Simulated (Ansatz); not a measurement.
`C=C[SiH2][AlH2]` + H₂ → `[AlH3]` + `C=C[SiH3]` at 500 K and 1 bar (hydrogenolysis of the Al–Si bond).

Program: Ansatz. Geometries: PBE0-D4/def2-TZVP. ΔE: electronic, gas phase. CCSD(T)/CBS adds triple-zeta CCSD(T) − MP2 to the extrapolated MP2 energy (def2 sets, frozen cores). This one scheme is used for every species. Each species was taken in one conformer, which may not be the lowest.

```json
{"species": "`C=C[SiH2][AlH2]`", "CCSD(T)/CBS energy (Eh)": "-611.35956", "H − E (kJ/mol)": "239.3", "S (J/(mol·K))": "427.1"}
{"species": "H₂", "CCSD(T)/CBS energy (Eh)": "-1.17544", "H − E (kJ/mol)": "41.0", "S (J/(mol·K))": "145.5"}
{"species": "`[AlH3]`", "CCSD(T)/CBS energy (Eh)": "-243.78045", "H − E (kJ/mol)": "68.7", "S (J/(mol·K))": "232.2"}
{"species": "`C=C[SiH3]`", "CCSD(T)/CBS energy (Eh)": "-368.76077", "H − E (kJ/mol)": "209.7", "S (J/(mol·K))": "334.4"}
```

H − E and S are ideal-gas, rigid-rotor, harmonic terms from PBE0-D4/def2-TZVP, for one conformer and one mirror image of each species. The MP2-based limit puts H₂ 0.8 mEh under its directly extrapolated value; such offsets cancel only in part. 1 Eh = 2625.50 kJ/mol, R = 8.31446 J/(mol·K).

Problem. By hand: ΔE, ΔH, ΔS and ΔG.

Solution. ΔE = (-243.78045) + (-368.76077) − (-611.35956) − (-1.17544) = -0.00622 Eh = -16.3 kJ/mol. Δ(H − E) = 68.7 + 209.7 − 239.3 − 41.0 = -1.9, so ΔH = -18.2 kJ/mol. ΔS = 232.2 + 334.4 − 427.1 − 145.5 = -6.0 J/(mol·K). ΔG = -18.2 − 500 × (-6.0)/1000 = -15.2 kJ/mol.

Problem. By hand: the equilibrium constant, and the temperature at which ΔG would vanish if ΔH and ΔS stayed fixed.

Solution. log₁₀ K = −ΔG/(RT ln 10) = 1.6. ΔG = 0 at ΔH/ΔS = 3033 K, far beyond where these terms or the molecules hold.

The number of gas molecules stays the same, so ΔS is small and ΔH decides. A doubt of 5 kJ/mol in ΔE shifts log₁₀ K by 0.5 here. Other conformers and mirror images would add mixing entropy, several J/(mol·K) or more a flexible species. Modes under 60 cm⁻¹, often nearly free rotors, make the harmonic entropy too high. These are equilibria of isolated gas molecules and say nothing of rates. Largest T1 diagnostic: 0.012 (customary marks: 0.02 for closed shells, 0.045 for open ones).
